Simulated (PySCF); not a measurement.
methyl chloride (CH$_{3}$Cl), singlet, at a GFN2-xTB geometry; DF-PBE/cc-pV(T+d)Z run with PySCF.

Input for PySCF:
```python
from pyscf import gto, scf, dft

mol = gto.M(
    atom='''
C    -0.00149191    0.04693566   -1.12182869
Cl    0.00086957   -0.02735682    0.65386656
H    -0.03217621    1.09066645   -1.41847283
H     0.90554001   -0.42739850   -1.48323349
H    -0.87919504   -0.47981606   -1.48305307
''',
    basis='cc-pv(t+d)z',
    verbose=4,
)

mf = dft.RKS(mol)
mf.xc = 'pbe'
mf = mf.density_fit(auxbasis='def2-universal-jkfit')
mf.kernel()
```

Output, abridged:

```
PySCF version 2.14.0

[INPUT] verbose = 4
[INPUT] num. atoms = 5
[INPUT] num. electrons = 26
[INPUT] charge = 0
[INPUT] spin (= nelec alpha-beta = 2S) = 0
[INPUT] symmetry False subgroup None
[INPUT] Mole.unit = angstrom
[INPUT] Symbol           X                Y                Z      unit          X                Y                Z       unit  Magmom
[INPUT]  1 C     -0.001491910000   0.046935660000  -1.121828690000 AA   -0.002819301302   0.088695542876  -2.119948982780 Bohr   0.0
[INPUT]  2 Cl     0.000869570000  -0.027356820000   0.653866560000 AA    0.001643249146  -0.051696897439   1.235628720411 Bohr   0.0
[INPUT]  3 H     -0.032176210000   1.090666450000  -1.418472830000 AA   -0.060804224626   2.061060883752  -2.680525163837 Bohr   0.0
[INPUT]  4 H      0.905540010000  -0.427398500000  -1.483233490000 AA    1.711222613736  -0.807666111050  -2.802905074883 Bohr   0.0
[INPUT]  5 H     -0.879195040000  -0.479816060000  -1.483053070000 AA   -1.661437835676  -0.906720943568  -2.802564130495 Bohr   0.0

nuclear repulsion = 51.4948651614618
number of shells = 17
number of NR pGTOs = 154
number of NR cGTOs = 111
basis = cc-pv(t+d)z
ecp = {}

******** <class 'pyscf.df.df_jk.DFRKS'> ********
method = DFRKS
initial guess = minao
damping factor = 0
level_shift factor = 0
DIIS = <class 'pyscf.scf.diis.CDIIS'>
diis_start_cycle = 1
diis_space = 8
diis_damp = 0
SCF conv_tol = 1e-09
SCF conv_tol_grad = None
SCF max_cycles = 50
direct_scf = False
XC library pyscf.dft.libxc version 7.1.2
    S. Lehtola, C. Steigemann, M. J. T. Oliveira, and M. A. L. Marques,  SoftwareX 7, 1–5 (2018)
XC functionals = pbe
    J. P. Perdew, K. Burke, and M. Ernzerhof,  Phys. Rev. Lett. 77, 3865 (1996)
    J. P. Perdew, K. Burke, and M. Ernzerhof,  Phys. Rev. Lett. 78, 1396 (1997)
    J. P. Perdew, K. Burke, and M. Ernzerhof,  Phys. Rev. Lett. 77, 3865 (1996)
    J. P. Perdew, K. Burke, and M. Ernzerhof,  Phys. Rev. Lett. 78, 1396 (1997)
radial grids:
    Treutler-Ahlrichs [JCP 102, 346 (1995); DOI:10.1063/1.469408] (M4) radial grids

becke partition: Becke, JCP 88, 2547 (1988); DOI:10.1063/1.454033
pruning grids: <function nwchem_prune>
grids dens level: 3
symmetrized grids: False
atomic radii adjust function: <function treutler_atomic_radii_adjust>
small_rho_cutoff = 0
Set gradient conv threshold to 3.16228e-05
Initial guess from minao.
tot grids = 62424
init E= -499.857936058666
  HOMO = -0.319513133163632  LUMO = -0.056563509904926  gap/eV = 7.15522
cycle= 1 E= -499.880028132523  delta_E= -0.0221  |g|= 0.241  |ddm|= 4.26
  HOMO = -0.214794269771542  LUMO = 0.0181105942092259  gap/eV = 6.33766
cycle= 2 E= -499.87463510866  delta_E= 0.00539  |g|= 0.292  |ddm|= 1.09
  HOMO = -0.252666032587235  LUMO = -0.012936693433689  gap/eV = 6.52337
cycle= 3 E= -499.896014841899  delta_E= -0.0214  |g|= 0.0549  |ddm|= 0.545
  HOMO = -0.258351086290603  LUMO = -0.0125872657716624  gap/eV = 6.68757
cycle= 4 E= -499.896548062829  delta_E= -0.000533  |g|= 0.0293  |ddm|= 0.0978
  HOMO = -0.256427676279491  LUMO = -0.0124583546060002  gap/eV = 6.63874
cycle= 5 E= -499.896752016386  delta_E= -0.000204  |g|= 0.00314  |ddm|= 0.0384
  HOMO = -0.256855816860604  LUMO = -0.0126317759216814  gap/eV = 6.64567
cycle= 6 E= -499.896754361442  delta_E= -2.35e-06  |g|= 0.000597  |ddm|= 0.00494
  HOMO = -0.256797805385083  LUMO = -0.0126254045135425  gap/eV = 6.64427
cycle= 7 E= -499.896754433971  delta_E= -7.25e-08  |g|= 0.000107  |ddm|= 0.00085
  HOMO = -0.256791122900305  LUMO = -0.0126231502794667  gap/eV = 6.64415
cycle= 8 E= -499.896754436977  delta_E= -3.01e-09  |g|= 6.9e-06  |ddm|= 0.000147
  HOMO = -0.256792193242089  LUMO = -0.0126232976887497  gap/eV = 6.64417
cycle= 9 E= -499.896754436993  delta_E= -1.56e-11  |g|= 8.2e-07  |ddm|= 1.77e-05
  HOMO = -0.256792108484028  LUMO = -0.0126234041892328  gap/eV = 6.64417
Extra cycle  E= -499.896754436991  delta_E= 1.36e-12  |g|= 1.54e-06  |ddm|= 3.67e-06
converged SCF energy = -499.896754436991
```
